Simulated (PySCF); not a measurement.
# IO: energy against distance

Set-up: basis I aug-cc-pVDZ-PP with ECP28, O aug-cc-pVDZ; scalar-relativistic core potentials; PySCF 2.14. Energies in eV from I + O in their ground configurations at the same level. State: ²Π (doublet), unpaired electrons π ↑.

All columns are r²SCAN. A positive dipole means I(−)O(+).

```tsv
R (Å)	E (eV)	μ (D)	Mulliken charge on I (basis-dependent)	HOMO (eV)	LUMO (eV)	Mayer bond order	⟨S²⟩
1.652	-1.121	-2.03	0.86	-5.55	-5.00	1.03	0.76
1.729	-1.922	-2.16	0.80	-5.74	-5.15	1.11	0.76
1.806	-2.355	-2.24	0.73	-5.93	-5.27	1.17	0.76
1.863	-2.508	-2.26	0.68	-6.07	-5.34	1.21	0.76
1.921	-2.554	-2.26	0.62	-6.20	-5.40	1.23	0.76
1.979	-2.521	-2.25	0.57	-6.33	-5.44	1.23	0.76
2.055	-2.392	-2.20	0.50	-6.50	-5.48	1.23	0.76
2.151	-2.143	-2.13	0.42	-6.68	-5.50	1.20	0.76
2.267	-1.780	-2.04	0.35	-6.86	-5.47	1.13	0.78
2.421	-1.287	-1.89	0.26	-7.04	-6.08	0.98	0.88
```

A fit through these points gives, at Re = 1.923 Å, μ = -2.26 D and dμ/dR = 0.159 D/Å; the reduced mass is 14.2 u.

Task: How strong is the fundamental in the double-harmonic approximation, I = 42.26·(dμ/dR)²/μred km/mol?

Result: I = 42.26·(0.159)²/14.2 = 0.0752 km/mol at r²SCAN.

⟨S²⟩ of the unrestricted solution departs from its pure value on part of the curve, where spin states mix. These are scalar-relativistic numbers at best; spin–orbit coupling would shift them, the dissociation energy most. The state was picked by a PBE0 search and need not be the measured ground state.
